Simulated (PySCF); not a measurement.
Vertical excitations of a molecule CH8FNSi2 from TDA-PBE/def2-SVPD in PySCF, as energy in eV (oscillator strength): 4.07 (0.033), 4.79 (0.004), 5.32 (0.071), 5.48 (0.064), 5.92 (0.086), 6.04 (0.006), 6.19 (0.004), 6.44 (0.027), 6.64 (0.002), 6.75 (0.010). Lowest triplet (TDA): 3.84 eV. Geometry: B3LYP-D3(BJ)/def2-SVP. The values are those of a single conformer.

Problem. Which structure fits?
(A) NC[Si@H](F)[SiH3]
(B) CN([SiH3])[SiH2]F
(C) NC[SiH2][SiH2]F
(D) C[SiH2][Si@@H](N)F

Solution. C, NC[SiH2][SiH2]F
